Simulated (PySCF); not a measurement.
A PySCF script (with the pyscf-properties extension) for the NMR shieldings of `BN(B(F)C#CC)C1CC1`, C$_{6}$H$_{10}$B$_{2}$FN, on a GFN2-xTB geometry:

```python
import basis_set_exchange as bse
import numpy as np
from pyscf import gto, dft
from pyscf.prop import nmr

atoms = """
B    -0.817090    1.385778   -0.536615
N    -0.548647    0.005020   -0.493402
B     0.686789   -0.545783   -0.022546
F     0.864385   -1.865497   -0.142094
C     1.796340    0.277754    0.593669
C     2.709755    0.883968    1.097235
C     3.787534    1.633524    1.697106
C    -1.519085   -0.935039   -1.013385
C    -2.088415   -1.993436   -0.117479
C    -2.950865   -0.858102   -0.582749
H    -1.822050    1.762165   -1.003008
H    -0.017982    2.124912   -0.112346
H     3.639467    1.688231    2.775575
H     4.740869    1.145025    1.496366
H     3.809885    2.644838    1.291949
H    -1.318624   -1.215417   -2.043362
H    -2.250540   -2.979720   -0.524529
H    -1.773748   -1.994893    0.915089
H    -3.718535   -1.051703   -1.316451
H    -3.214593   -0.100948    0.139421
"""
names = dict.fromkeys(["B", "N", "F", "C", "H"], "pcSseg-1")
basis = {el: gto.basis.parse(bse.get_basis(n, elements=[el], fmt="nwchem")) for el, n in names.items()}
mol = gto.M(atom=atoms, basis=basis, charge=0, verbose=0)
mf = dft.RKS(mol, xc="PBE0")
mf.grids.level = 2
mf.grids.alignment = dft.numint.BLKSIZE   # the property module wants whole blocks of grid points
mf.conv_tol = 1e-9
mf.kernel()

calc = nmr.RKS(mf)   # GIAO
C = mf.mo_coeff
Co = C[:, mf.mo_occ > 0]
resp = mf.gen_response(singlet=True, hermi=2)
def vind(x):   # induced exchange potential for any number of trial vectors
    d = np.einsum("pi,xij,qj->xpq", C, 2 * x.reshape(-1, C.shape[1], Co.shape[1]), Co, optimize=True)
    return np.einsum("xpq,pi,qj->xij", resp(d - d.transpose(0, 2, 1)), C, Co, optimize=True).ravel()
mo1, _ = nmr.rhf.solve_mo1(calc, with_cphf=vind)
sigma = calc.kernel(mo1)
for i, s in enumerate(sigma):   # ppm
    print("%2d %-2s %9.2f" % (i, mol.atom_pure_symbol(i), np.trace(s) / 3))
```

Question: Give the expected output.

Answer: 
```
 0 B      49.14
 1 N      74.57
 2 B      74.39
 3 F     242.58
 4 C     100.77
 5 C      74.67
 6 C     181.07
 7 C     152.08
 8 C     175.40
 9 C     175.96
10 H      26.08
11 H      25.94
12 H      29.62
13 H      29.59
14 H      29.58
15 H      28.89
16 H      30.85
17 H      31.30
18 H      30.89
19 H      31.24
```

These numbers come from an equivalent density-fitted implementation of the same equations, which agrees with the script to about 0.01 ppm for H and up to a few tenths of a ppm for heavy atoms, so last digits may differ.

Size and cost of the density-fitted run: 220 basis functions, 110 s wall time on 1 thread of an Arm Neoverse N1, shared host; peak memory 0.97 GiB.
